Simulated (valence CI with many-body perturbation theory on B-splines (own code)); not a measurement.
Results of a calculation; reference values are marked as such.
# Fe XIV: input, log and results

Level of theory: relativistic CI+MBPT: three valence electrons over a frozen Dirac-Fock core [Ne], radial functions for each j: 11 s, 11 p, 10 d, 8 f, 5 g, 2 h, with the one-electron correlation potential Σ1 (screened to all orders), the two-electron term Σ2, the three-electron term Σ3, Breit, model QED; selected single and double excitations, second order for the rest, scaled by the run's own slope (own B-spline code, finite nucleus).

Command, and the settings that its task file holds:

```sh
python run_cv.py task.json out
```

```
atom Fe  Z=26  mass_number=56  rms_radius_fm=3.7377
core [Ne]
valence 3s2 3p1
avg = 1
basis = M
breit = 1
cap = 32000
capref = 2000
cscale = 1
de = 0.0
dress = 0
eps = 2e-08
extrap = 1
h = 0.27
hh = 1
l2 = 3
lcore = 6
maxit = 60
n2 = 5
natural = 1
nlev = 150
nno = [5, 5, 5, 4, 2, 1]
nroot = 36
nsp = [6, 6, 5, 4, 3, 1]
pt2 = 1
qed = 1
rpa = 1
s1 = 1
s2 = 1
s3 = 1
screen = 1
tol = 2e-05
whole = 1
```

(1) Roughly how long does this run take on one core of Arm Neoverse V2, and how much memory?

Log. The first blocks belong to the next ion, which gives the ionisation energy. Fields: 2J, parity (1 odd), roots, reference size, generating configurations, candidates as configurations/state functions, variational space P, stored matrix elements, Davidson steps; e2 is the range of second-order energies in hartree. The first line gives the box (bohr), its intervals, the orbitals and the steps of their self-consistent field. Window is the range of levels sought, series limit the energy at which the first omitted orbital would enter, core excitation an estimate of the first excitation out of the core, left out the lowest levels not solved, and shifts from estimates the range by which levels moved from their first estimate, all in cm⁻¹.

```
rmax 13.5 intervals 64 orbitals 83 references ['3s2 3p', '3s 3p2', '3s2 3d', '3p3', '3s 3p 3d'] scf 5 t 1.2
2J=0 par=0 roots 2 ref 20 generators 6 cand 381/381 P 401/401 nnz 0 it 0
2J=0 par=0 roots 2 ref 20 generators 8 cand 11/11 P 412/412 nnz 0 it 0
   second order: generators 12 cand 4/4 e2 -0.00000 -0.00000
reference levels 1231, estimated 568, window 1794678 1/cm; series limit 2723982, core excitation 5894105
2J=1 par=1 roots 18 ref 95 generators 32 cand 1826/2859 P 4272/6399 nnz 4.6e+06 it 5
2J=1 par=1 roots 18 ref 95 generators 53 cand 3825/5915 P 8097/12314 nnz 1.3e+07 it 8
   second order: generators 108 cand 16252/25844 e2 -0.00007 -0.00000
2J=3 par=1 roots 27 ref 149 generators 38 cand 880/2064 P 3433/7250 nnz 6.6e+06 it 6
2J=3 par=1 roots 27 ref 149 generators 66 cand 5409/11782 P 8842/19032 nnz 3.3e+07 it 9
   second order: generators 129 cand 21056/49373 e2 -0.00008 -0.00000
2J=1 par=0 roots 18 ref 100 generators 32 cand 1611/2518 P 4231/6396 nnz 4.5e+06 it 5
2J=1 par=0 roots 18 ref 100 generators 58 cand 3549/5510 P 7780/11906 nnz 1.3e+07 it 7
   second order: generators 100 cand 15782/24872 e2 -0.00004 -0.00000
2J=3 par=0 roots 25 ref 152 generators 39 cand 921/2062 P 3402/7225 nnz 6.5e+06 it 8
2J=3 par=0 roots 25 ref 152 generators 65 cand 5258/11797 P 8660/19022 nnz 3.4e+07 it 15
   second order: generators 106 cand 18534/43142 e2 -0.00008 -0.00000
2J=5 par=0 roots 22 ref 154 generators 32 cand 823/2056 P 3115/7245 nnz 6.9e+06 it 5
2J=5 par=0 roots 22 ref 154 generators 59 cand 5174/13188 P 8289/20433 nnz 4.2e+07 it 8
   second order: generators 103 cand 20565/56681 e2 -0.00008 -0.00000
2J=5 par=1 roots 22 ref 145 generators 31 cand 768/2056 P 3108/7241 nnz 6.8e+06 it 6
2J=5 par=1 roots 22 ref 145 generators 57 cand 5230/13262 P 8338/20503 nnz 4.2e+07 it 12
   second order: generators 124 cand 27708/77458 e2 -0.00009 -0.00000
2J=7 par=1 roots 15 ref 111 generators 22 cand 1003/2510 P 2796/6398 nnz 5.6e+06 it 6
2J=7 par=1 roots 15 ref 111 generators 48 cand 4597/12180 P 7393/18578 nnz 3.7e+07 it 9
   second order: generators 96 cand 24339/73116 e2 -0.00008 -0.00000
2J=9 par=1 roots 7 ref 61 generators 13 cand 1647/3846 P 2967/6386 nnz 6e+06 it 5
2J=9 par=1 roots 7 ref 61 generators 27 cand 2500/6324 P 5467/12710 nnz 2e+07 it 10
   second order: generators 58 cand 18992/56840 e2 -0.00007 -0.00001
2J=7 par=0 roots 12 ref 115 generators 20 cand 1078/2778 P 2751/6383 nnz 6.1e+06 it 8
2J=7 par=0 roots 12 ref 115 generators 36 cand 3760/9829 P 6511/16212 nnz 3.2e+07 it 9
   second order: generators 86 cand 24752/73147 e2 -0.00008 -0.00001
2J=9 par=0 roots 8 ref 75 generators 17 cand 1639/3822 P 2994/6398 nnz 6.3e+06 it 7
2J=9 par=0 roots 8 ref 75 generators 32 cand 2657/6843 P 5651/13241 nnz 2.2e+07 it 8
   second order: generators 76 cand 18704/56550 e2 -0.00006 -0.00001
2J=11 par=1 roots 3 ref 26 generators 11 cand 1668/3802 P 3073/6397 nnz 5.4e+06 it 5
2J=11 par=1 roots 3 ref 26 generators 21 cand 1584/3880 P 4657/10277 nnz 1.3e+07 it 5
   second order: generators 45 cand 18085/52734 e2 -0.00006 -0.00001
2J=11 par=0 roots 2 ref 31 generators 6 cand 1005/2439 P 2436/5000 nnz 3.8e+06 it 4
2J=11 par=0 roots 2 ref 31 generators 18 cand 1363/3313 P 3799/8313 nnz 8.9e+06 it 5
   second order: generators 43 cand 19983/56101 e2 -0.00005 -0.00003
left out: unestimated 2490208, estimated 1897644, shifts from estimates -9 to 98
operators 0.9
```

The Davidson iterations converged.

No measured spectrum was set against this ion. As an estimate, levels of excited configurations hold to 0.05 to 0.15 % of their energy, terms of the ground configuration to about 0.5 %.

```
Valence energy                            : -49.14481 hartree
Ionisation energy                         : 392.17 eV (NIST: 392.2 ± 0.7 eV (semi-empirical))
Reference configurations for the orbitals : 3s2 3p, 3s 3p2, 3s2 3d, 3p3, 3s 3p 3d
Radial orbitals                           : 83
Box radius                                : 13.46 bohr
Largest variational space                 : 20503
Lowest levels                             : 3s2 3p 2P°_1/2 0, 3s2 3p 2P°_3/2 18862, 3s 3p2 4P_1/2 224970, 3s 3p2 4P_3/2 232680, 3s 3p2 4P_5/2 242280, 3s 3p2 2D_3/2 299280, 3s 3p2 2D_5/2 301510, 3s 3p2 2S_1/2 365010, 3s 3p2 2P_1/2 388850, 3s 3p2 2P_3/2 396870, 3s2 3d 2D_3/2 473280, 3s2 3d 2D_5/2 475270, 3p3 2D°_3/2 576380, 3p3 2D°_5/2 580220 cm⁻¹
```

Names give the largest LS component (configuration and term), which can be under half, so a name can repeat, a term be missing and a line seem to break the LS rules; names also repeat where a configuration has a term twice.

Results:

(1) 76 s on 1 thread of Arm Neoverse V2, on a shared host, peak memory 0.69 GiB.
